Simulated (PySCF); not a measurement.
SMILES [CH3][In]([CH]=C)[O]C (C₄H₉InO) at its GFN2-xTB optimised geometry (Å):

```
15

In     0.5845    -0.6078     0.0000
C      2.8195    -0.6078     0.0000
H      3.0882     0.4448    -0.0004
H      3.1979    -1.1022    -0.8909
H      3.2028    -1.1013     0.8893
C     -1.1536    -2.0370     0.0531
C     -2.3548    -1.6812    -0.3607
H     -0.9692    -3.0362     0.4298
H     -3.2028    -2.3590    -0.3385
H     -2.5567    -0.6886    -0.7449
O      0.1251     1.3369     0.0000
C     -1.0654     2.0661     0.0627
H     -1.8359     1.5642     0.6617
H     -0.8546     3.0362     0.5279
H     -1.4689     2.2488    -0.9409
```

Computed with B3LYP/def2-TZVP, def2 effective core potentials past Kr (PySCF). The core electrons that the potentials of In replace are not part of the density.

Map of the log10 of the electron density (e/bohr³), floored at −4 on the plane z = 1.2 Å:

```
|                           |
|                           |
|          ..               |
|         :---:             |
|        :=+++-:            |
|       .-+##*+-            |
|      .-=*#%#+-.           |
|      :=*#%%#+=-:          |
|     .-*#%%##**+-:         |
|     :=*%@%####*=-....     |
|     :=*%%#*###*+-::--:    |
|     .-+***+*##*+=-===-:   |
|      :-====**#*++++*+=-.  |
|     .::---=**##****#*+=:  |
|     :--===+*#%%####%%*+-  |
|    .-==+++**#%%###%@@#+-. |
|    :-=+**######***%@@#+-  |
|   .:=+**####***+++*##*=:  |
|   .:=++*####*+==-==++=-.  |
|   .:-=+*###*+=-::::--:.   |
|    .:--+*##*+-.           |
|      .:=+**+=:            |
|       .:=++=:.            |
|         :--:.             |
|                           |
|                           |
|                           |
```
Scale: ten equal steps from -4.00 (start of ' ') to -1.12 (end of '@'), in the order ' .:-=+*#%@'; x runs from -5.50 to 5.50, y from -5.50 (bottom) to 5.50 (top).
